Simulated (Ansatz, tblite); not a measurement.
Removing an electron: InH2Me (CH5In). Charge 0, multiplicity 1. Geometry: PBE0-D4/def2-TZVP. Ansatz, gas phase; energy differences of separate SCF runs; the oxidised species was run as a doublet alone.

```xyz
7

In   -0.8853    0.0762   -0.7203
H    -2.4841    0.3275   -0.1065
H    -0.6420   -0.0249   -2.4307
C     0.7816   -0.0861    0.6329
H     1.1409    0.9173    0.8772
H     1.6054   -0.6406    0.1832
H     0.4835   -0.5693    1.5642
```

In the def2 sets In takes a core potential; there is no spin–orbit coupling. The xTB rows come from tblite. Correlated methods freeze 5 core orbitals; core or outer-core shells of In are correlated, in sets that lack core-valence functions.

| level | −HOMO (eV) | vertical IE (eV) | −LUMO (eV) | HOMO–LUMO gap (eV) |
| --- | --- | --- | --- | --- |
| GFN1-xTB | 10.83 | 13.88 | 4.67 | 6.16 |
| GFN2-xTB | 10.84 | 13.91 | 6.31 | 4.53 |
| HF/def2-TZVPP | – | 8.78 | – | – |
| r2SCAN-D4/def2-TZVP | 6.65 | 9.56 | 1.96 | 4.69 |
| PBE0-D4/def2-TZVP | 7.56 | 9.69 | 1.54 | 6.02 |
| MP2/def2-TZVPP | – | 9.97 | – | – |
| CCSD/def2-TZVPP | – | 9.75 | – | – |
| CCSD(T)/def2-TZVPP | – | 9.80 | – | – |

Relaxing the oxidised species (PBE0-D4/def2-TZVP) changes its energy by -1.03 eV at PBE0-D4/def2-TZVP, so the adiabatic ionisation energy to this nearest minimum is 8.65 eV.  Run but left out: PBE-D4/def2-TZVP (charge +1 doublet: an occupied level 0.03 eV above an empty one).  Raw xTB energy differences between charge states are shifted by several eV; the methods need an empirical correction for them.
